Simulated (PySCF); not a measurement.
**N²⁺ (nitrogen, charge +2): UHF calculation**

Configuration: [He] 2s2 2p1, 2P determinant. All numbers are calculated (PySCF 2.14, the non-relativistic Hamiltonian (point nucleus), in aug-cc-pwCVTZ (7s6p4d2f, 59 functions)).

```
Total energy                                                  : -52.817933 hartree
One-electron energy                                           : -65.4874 hartree
Hartree (Coulomb) energy                                      : 18.3849 hartree
Exchange energy                                               : -5.7154 hartree
Kinetic energy                                                : 52.81514 hartree
⟨S²⟩                                                          : 0.7542
⟨L²⟩                                                          : 2.011
Sum of ⟨r⟩                                                    : 3.935 bohr
Sum of ⟨r²⟩                                                   : 4.974 bohr²
Traceless quadrupole moment −½Σ⟨3z² − r²⟩ along its main axis : -0.628 e·bohr²
Density at the nucleus (Gaussians lack the cusp)              : 201 bohr⁻³
Spin density at the nucleus                                   : 0.0522 bohr⁻³
Langevin diamagnetic susceptibility                           : -3.94 ×10⁻⁶ cm³/mol
```

```
shell  electrons  mean orbital energy (hartree)  rms radius, mean of both spins (bohr)
 1s α          1                      -17.14012                                  0.264
 1s β          1                      -17.09530                                  0.264
 2s α          1                       -2.15921                                   1.28
 2s β          1                       -1.98971                                   1.28
 2p α          1                       -1.76413                                   1.24
```

Spin-orbit constants ζ (cm⁻¹) from the X2C one-electron operator on these orbitals (non-relativistic here): bare nucleus, nucleus screened by l(l+1)(2l+1)/3 electrons, and screened by the Breit-Pauli mean field of the electrons.

```csv
shell,bare,screened nucleus,mean field
2p,187.2,133.7,113.4
```

To first order the Landé constant is A = 113.4 cm⁻¹, so the lowest level has J = 1/2 and lies 0.0141 eV below the centre of the term.
